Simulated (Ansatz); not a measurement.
Computed with Ansatz on PBE0-D4/def2-TZVP structures; ΔE is electronic, products minus reactants. CBS: MP2 limit from def2 TZ/QZ plus the TZ coupled-cluster correction, frozen cores. This one scheme is used for every species. DFT in def2-TZVPP. HSE06 is defined as in plane-wave codes. For Ga, Ge outer-core shells are correlated without core-valence functions, which leaves a few kJ/mol of doubt a bond. Scalar relativity is left out up to krypton. Each species was taken in one conformer, which may not be the lowest.

Consider the cleavage of the Ga–Ge bond: `[OH][GaH][GeH3]` + H–F → `[OH][GaH][F]` + GeH₄.

Question: Is it downhill or uphill in electronic energy at CCSD(T)/CBS, and by how much? (An estimate is asked.)

Answer: Ansatz gave: Downhill: ΔE = -46.7 kJ/mol.

Question: What do these levels give: BLYP-D4, PBE0-D4, PBE-QIDH, r2SCAN, HSE06, LC-ωPBE, HF/def2-SVP, MP2/def2-SVP, CCSD(T)/def2-SVP, CCSD(T)/def2-TZVPP, HF/CBS(def2), MP2/CBS(def2)? (Best estimate.)

Answer: Ansatz gave: BLYP-D4 -52.6, PBE0-D4 -43.0, PBE-QIDH -52.0, r2SCAN -57.1, HSE06 -46.0, LC-ωPBE -60.3, HF/def2-SVP -87.2, MP2/def2-SVP -79.5, CCSD(T)/def2-SVP -75.7, CCSD(T)/def2-TZVPP -53.9, HF/CBS(def2) -82.1, MP2/CBS(def2) -48.2 kJ/mol.

Question: What do rigid-rotor, harmonic-oscillator terms from PBE0-D4/def2-TZVP frequencies (298.15 K, 1 bar) make of the CCSD(T)/CBS value? (Best estimate.)

Answer: Computed: ΔZPE = -2.5 kJ/mol, ΔH = -52.8 kJ/mol, ΔS = -16 J/(mol·K), ΔG = -48.1 kJ/mol. Modes under 50 cm⁻¹ make the entropy rough.

Largest T1 diagnostic among the species: 0.015.

Leaving LDA and LC-ωPBE aside and taking each functional with its dispersion term where it has one, the values, not all of them listed here, spread over 25.2 kJ/mol, from B97M-V to PBE-D4. LDA lies +3.6 kJ/mol from PBE without D4. At CCSD(T), def2-SVP lies −29.0 kJ/mol from the extrapolated value and def2-TZVPP −7.2 kJ/mol. From BLYP to BHLYP (50 % exact exchange), in def2-TZVPP and without D4, ΔE moves by −5.0 kJ/mol.
